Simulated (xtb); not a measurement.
Ni(CO)4 (C4NiO4), SMILES [C-](#[O+])->[Ni](<-[C-]#[O+])(<-[C-]#[O+])<-[C-]#[O+], multiplicity 1. All values are semi-empirical tight-binding results from xtb (GFN2-xTB unless named), good for trends rather than for accurate numbers. Geometry optimised at GFN2-xTB. The multiplicity is an assumed one; other spin states were not compared. The isomer is the one that the SMILES or the coordinates give; other isomers of the formula were not compared.

Optimised geometry:

```xyz
9

Ni     0.0000     0.0000     0.0024
O      2.0831    -1.2137    -1.6939
C      1.2833    -0.7453    -1.0435
O      1.2064     2.0961     1.6884
C      0.7420     1.2882     1.0451
O     -2.0831     1.2137    -1.6939
C     -1.2833     0.7453    -1.0435
O     -1.2064    -2.0961     1.6884
C     -0.7420    -1.2882     1.0451
```
Charge 0, spin multiplicity 1.

For metal compounds this method's bond lengths and energies can be far off.

| Property | Result |
|---|---|
| point group as xtb finds it | Td |
| orbital gap | 3.57 eV |
| zero-point energy | 18.9 kcal/mol |
| G − E(el) at 298.15 K (modified RRHO) | -3.6 kcal/mol |

Computed atomic charges and the Wiberg bond orders between heavy atoms:
charges (e) Ni1 -1.04, O2 -0.08, C3 0.34, O4 -0.08, C5 0.34, O6 -0.08, C7 0.34, O8 -0.08, C9 0.34. Bond orders Ni1–C3 1.05, O2–C3 2.37, Ni1–C5 1.05, O4–C5 2.37, Ni1–C7 1.05, O6–C7 2.37, Ni1–C9 1.05, O8–C9 2.37.
